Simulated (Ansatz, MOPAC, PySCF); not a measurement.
Molecule: CHSe$_{2}$, net charge 1, singlet state. SMILES: [Se]=C=[SeH+]
Geometry from a B3LYP-D3(BJ)/def2-TZVP (Ansatz, an electronic-structure program) optimisation:
```xyz
4

Se    -1.6938     0.0047     0.0958
C      0.0906     0.0312    -0.0334
Se     1.7319    -0.0428    -0.0639
H     -1.8376     1.1088    -0.8866
```
Charge +1, spin multiplicity 1.

Unscaled harmonic wavenumbers (cm⁻¹) in rising order, each level at the stationary point that it reaches from this structure (no distance between atoms moves by over 0.3 Å); the order of modes can differ between levels, and a negative number is imaginary. B3LYP-D3(BJ)/def2-TZVP (PySCF, at the structure above): 254, 302, 355, 812, 1323, 2331.

PM6 (MOPAC): 322, 357, 383, 868, 1266, 2405. Zero-point energy 8.0 against 7.7 kcal/mol; where all levels lie over 400 cm⁻¹, the wavenumbers are on average 1.019 times those of B3LYP-D3(BJ)/def2-TZVP.

PM7 (MOPAC): 287, 337, 351, 801, 963, 2273. Zero-point energy 7.2 against 7.7 kcal/mol; where all levels lie over 400 cm⁻¹, the wavenumbers are on average 0.897 times those of B3LYP-D3(BJ)/def2-TZVP.

B3LYP/6-31G* with LANL2DZ past Ar (Ansatz): 248, 292, 338, 829, 1257, 2226. Zero-point energy 7.4 against 7.7 kcal/mol; where all levels lie over 400 cm⁻¹, the wavenumbers are on average 0.975 times those of B3LYP-D3(BJ)/def2-TZVP.
